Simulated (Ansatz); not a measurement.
```yaml
crystal:
  periodic: [false, false, false]
  atoms:
    - {symbol: O, position_ang: [0.693813, 1.880232, -0.371536]}
    - {symbol: Sn, position_ang: [0.763027, -0.039866, -0.006834]}
    - {symbol: Cl, position_ang: [1.508749, -0.247735, 2.196838]}
    - {symbol: C, position_ang: [-1.296633, -0.664560, -0.118413]}
    - {symbol: F, position_ang: [-1.441192, -1.665968, -1.057775]}
    - {symbol: H, position_ang: [1.483485, 2.359437, -0.109170]}
    - {symbol: H, position_ang: [1.905634, -0.825233, -0.994139]}
    - {symbol: H, position_ang: [-1.905774, 0.193795, -0.411167]}
    - {symbol: H, position_ang: [-1.622806, -1.036202, 0.854998]}
basis:
  gaussian: {orbitals: def2-TZVP, nuclear_model: gaussian}
total_charge: -2
hamiltonian: {xc: {name: PBEsol}, dispersion: d3bj}
```

```sh
$ ansatz run in.yaml --threads 4 --pin off --events-out ev --progress --plain --max-ram 10444MiB
```

It prints (some lines left out):

```
Functional definition: PBEsol
1307 factors; their error is unknown
mean field evaluation 1: about -24152.5213 eV, gradient 7.2e1 eV
mean field evaluation 2: about -24083.4511 eV, gradient 1.9e2 eV
mean field evaluation 4: about -24158.9914 eV, gradient 3.4e1 eV
mean field evaluation 8: about -24162.2475 eV, gradient 5.7e0 eV
mean field evaluation 16: about -24162.3472 eV, gradient 2.5e-4 eV
mean field -24162.34717485 eV, -887.9498808485 hartree, gradient 1.6e-5 eV, S^2 0.000000; 6 other end points of the search recorded, 0 dependent functions left out
reference -24162.34722305 eV, -887.9498826200 hartree; 34, 34 occupied and 170, 170 virtual orbitals, 1307 factors
Total energy: -24162.43261647 eV, -887.9530207701 hartree
```

In this input the charge is far from anything that the molecule holds. The run converged. The result belongs to that input, not to the molecule as meant.
